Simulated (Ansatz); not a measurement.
```yaml
crystal:
  periodic: [false, false, false]
  atoms:
    - {symbol: Si, position_ang: [-1.361426, 1.883957, -0.518642]}
    - {symbol: Si, position_ang: [-0.258679, 0.974973, 1.330296]}
    - {symbol: Ge, position_ang: [1.431856, -0.527120, 0.587399]}
    - {symbol: Ge, position_ang: [0.477219, -2.194847, -0.889983]}
    - {symbol: D, position_ang: [-2.011718, 0.791773, -1.292053]}
    - {symbol: H, position_ang: [-2.402354, 2.862867, -0.105048]}
    - {symbol: H, position_ang: [-0.382070, 2.570697, -1.403318]}
    - {symbol: H, position_ang: [-1.232361, 0.222255, 2.169565]}
    - {symbol: H, position_ang: [0.336216, 2.057994, 2.162171]}
    - {symbol: H, position_ang: [2.106743, -1.223943, 1.784076]}
    - {symbol: H, position_ang: [2.517849, 0.253778, -0.176871]}
    - {symbol: H, position_ang: [-0.677702, -2.925010, -0.184591]}
    - {symbol: H, position_ang: [-0.076231, -1.516106, -2.153840]}
    - {symbol: H, position_ang: [1.532668, -3.231257, -1.309162]}
basis:
  gaussian: {orbitals: def2-TZVPD}
magnetization: {spin_polarized: true, initial_magnetization: 2}
hamiltonian: {xc: {name: HF}}
```

```sh
$ ansatz run in.yaml --threads 4 --pin off --events-out ev --progress --plain --max-ram 11315MiB
```

Shortened log:

```
Error: YAML parse error: error: line 8 column 16: `D` is not an element symbol (H … Og, case-exact)
 6 |     - {symbol: Ge, position_ang: [1.431856, -0.527120, 0.587399]}
 7 |     - {symbol: Ge, position_ang: [0.477219, -2.194847, -0.889983]}
 8 |     - {symbol: D, position_ang: [-2.011718, 0.791773, -1.292053]}
 9 |     - {symbol: H, position_ang: [-2.402354, 2.862867, -0.105048]}
10 |     - {symbol: H, position_ang: [-0.382070, 2.570697, -1.403318]}
```

In this input an element symbol is wrong. The input was rejected before any iteration.
